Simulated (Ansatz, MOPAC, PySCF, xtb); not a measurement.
Torsion H5–O1–Ga2–I4 in GaH2IO2 (SMILES [OH][Ga]([OH])[I]); at each angle all else is relaxed with GFN2-xTB, and the levels are single points there.
Geometry at 0° (charge 0, multiplicity 1):
```xyz
6

O     -0.839    -1.224     0.461
Ga     0.368     0.020     0.336
O      1.278     0.432     1.748
I      0.842     1.227    -1.773
H     -1.407    -1.547    -0.235
H      1.105    -0.026     2.571
```

On the grid 0° to 330°, 90° is the highest and 0° the lowest point at MP2/CBS(def2-TZVPP, def2-QZVPP) + ΔCCSD(T)/def2-TZVPP.

Rows in 3-21G carry no dispersion term and start afresh at each structure; the Pople sets are all-electron and without relativity. The state reached by AM1 isn't checked.

Codes used: Ansatz (an electronic-structure program); MOPAC for AM1 (differences of heats of formation); PySCF for 3-21G rows; xtb for the GFN methods. Values without a source in brackets are computed. In def2 rows elements past Kr take small-core potentials, without spin–orbit coupling.

One of these levels gives 13.6 kJ/mol for the energy at 90° less that at 0°. Which one is it?
(A) HF/def2-SVP
(B) AM1
(C) HF/3-21G
(D) GFN2-xTB

B, AM1. The others give 10.2 (GFN2-xTB), 8.3 (HF/3-21G), 17.0 (HF/def2-SVP)
